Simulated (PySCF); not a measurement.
hydrogen cyanide (CHN), singlet, geometry from GFN2-xTB. Base run: PySCF with PBE0/def2-SVP.

The PySCF input:
```python
from pyscf import gto, scf, dft

mol = gto.Mole()
mol.atom = '''
    C    -0.000000   -0.000000   -0.493219
    N     0.000000    0.000000    0.644429
    H    -0.000000   -0.000000   -1.551687
'''
mol.basis = 'def2-svp'
mol.charge = 0
mol.spin = 0
mol.verbose = 4
mol.build()

mf = dft.RKS(mol)
mf.xc = 'pbe0'
mf.kernel()
```

Each row names what was changed in the base input (with any setting that the change needs).

```json
[
 {"change": "base", "ΔE vs base (mEh)": "0.000", "SCF cycles": "8"},
 {"change": "diis_space = 4", "ΔE vs base (mEh)": "0.000", "SCF cycles": "8"},
 {"change": "DIIS = ADIIS", "ΔE vs base (mEh)": "0.000", "SCF cycles": "17"},
 {"change": "init_guess = huckel", "ΔE vs base (mEh)": "0.000", "SCF cycles": "10"},
 {"change": "conv_tol = 1e-7", "ΔE vs base (mEh)": "0.000", "SCF cycles": "7"},
 {"change": "conv_tol = 1e-4", "ΔE vs base (mEh)": "0.000", "SCF cycles": "5"},
 {"change": "diis_space = 2", "ΔE vs base (mEh)": "0.000", "SCF cycles": "12"},
 {"change": "level_shift = 0.5 (with mf.max_cycle = 100)", "ΔE vs base (mEh)": "0.000", "SCF cycles": "16"},
 {"change": "diis_space = 20", "ΔE vs base (mEh)": "0.000", "SCF cycles": "8"},
 {"change": "conv_tol_grad = 1e-7", "ΔE vs base (mEh)": "0.000", "SCF cycles": "9"},
 {"change": "level_shift = 0.3 (with mf.max_cycle = 100)", "ΔE vs base (mEh)": "0.000", "SCF cycles": "13"},
 {"change": "conv_tol = 1e-6", "ΔE vs base (mEh)": "0.000", "SCF cycles": "6"},
 {"change": "solver = newton; init_guess = 1e", "ΔE vs base (mEh)": "0.000", "SCF cycles": "-"}
]
```
